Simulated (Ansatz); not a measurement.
Basis-set extrapolation for F2H6N2SSi2 (`N[Si@@H](F)S[Si@@H](N)F`) (PBE0-D4/def2-TZVP geometry, frozen core, Ansatz). Multiplicity 1, RHF reference.

|  | def2-TZVPP | def2-QZVPP |
| --- | --- | --- |
| HF | -1287.130582 | -1287.175850 |
| MP2 correlation | -1.335318 | -1.451616 |
| CCSD(T) correlation | -1.429812 | not run |

Energies in hartree. Use E(X) = E(∞) + A·exp(−7.88·√X) for Hartree–Fock and E(X) = E(∞) + B·X^(−2.97) for correlation, with X = 3 and 4, and add CCSD(T) minus MP2 of the smaller set to the MP2 limit.

Question: What is the CCSD(T) energy at the basis-set limit?

Answer: HF limit: -1287.175850 + (-0.045268) × 0.13774 = -1287.18209. MP2 limit: -1.451616 + (-0.116298) × 0.74074 = -1.53776. Higher-order term: -1.429812 − (-1.335318) = -0.09449. Total: -1288.81434 hartree, 666.7 kJ/mol below CCSD(T)/def2-TZVPP.
